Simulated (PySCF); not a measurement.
PySCF 2.14 output of an unrestricted B3LYP calculation on a single atom or ion in x2c-SVPall (6s5p3d, 36 functions), with the spin-free X2C one-electron Hamiltonian (Gaussian nucleus):

```
SCF conv_tol = 1e-09
number electrons alpha = 24  beta = 24
    P. J. Stephens, F. J. Devlin, C. F. Chabalowski, and M. J. Frisch.,  J. Phys. Chem. 98, 11623 (1994)
cycle= 1 E= -5880.13906844327  delta_E= -0.00475  |g|= 0.0147  |ddm|= 0.33
cycle= 2 E= -5880.13914149293  delta_E= -7.3e-05  |g|= 0.0063  |ddm|= 0.0536
cycle= 3 E= -5880.1391596571  delta_E= -1.82e-05  |g|= 0.000263  |ddm|= 0.0111
cycle= 4 E= -5880.13915968821  delta_E= -3.11e-08  |g|= 2.62e-06  |ddm|= 0.000847
cycle= 5 E= -5880.13915968822  delta_E= -5.46e-12  |g|= 2.69e-08  |ddm|= 2.78e-06
converged SCF energy = -5880.13915968822  <S^2> = -7.1054274e-15  2S+1 = 1
```

The run itself started from symmetry-adapted Hartree-Fock orbitals and held the occupation by maximum overlap, on a logarithmic radial grid, so the iterations belong to that start.

Problem. Which element, charge and spin multiplicity is this?

Solution. In⁺ (indium, charge +1), multiplicity 1; the state was [Kr] 4d10 5s2, closed-shell 1S.
